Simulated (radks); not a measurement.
Effect of the nuclear size on the niobium ion Nb26+, [Ne] 3s2 3p3. Method: Dirac Kohn-Sham, BLYP, spin-unpolarised, spherical densities, finite nucleus; open shells are shared between the two j in proportion to 2j + 1; Fermi nuclear charge, rms radius 4.324 fm; computed with a radial shooting solver on a logarithmic mesh with Libxc functionals. The rms radius is varied about that value; shifts are against it.

rms radius (fm)  total energy shift (eV)  density at nucleus (e/bohr^3)  1s1/2 shift (meV)  2s1/2 shift (meV)  2p1/2 shift (meV)  3s1/2 shift (meV)  3p1/2 shift (meV)  3p3/2 shift (meV)  4s1/2 (empty) shift (meV)
3.7835                            -0.299                      8.416e+04               -126              -13.6              0.881              -3.19              0.224              0.269                      -1.15
3.9997                            -0.184                      8.368e+04              -77.2              -8.36              0.541              -1.96              0.137              0.165                     -0.706
4.324                                  0                      8.301e+04              0.000              0.000              0.000              0.000              0.000              0.000                      0.000
4.7305                             0.248                      8.224e+04                104               11.3             -0.732               2.65             -0.186             -0.223                      0.954
5.2018                             0.562                      8.143e+04                236               25.5              -1.65               5.99             -0.420             -0.505                       2.16

Slopes of the eigenvalues against <r^2> in GHz/fm^2, as finite differences over the two radii next to the reference (eigenvalue slopes, not the field-shift constants of lines): 1s1/2 6880, 2s1/2 745, 2p1/2 -48.3, 3s1/2 175, 3p1/2 -12.3, 3p3/2 -14.7, 4s1/2 (empty) 62.9.
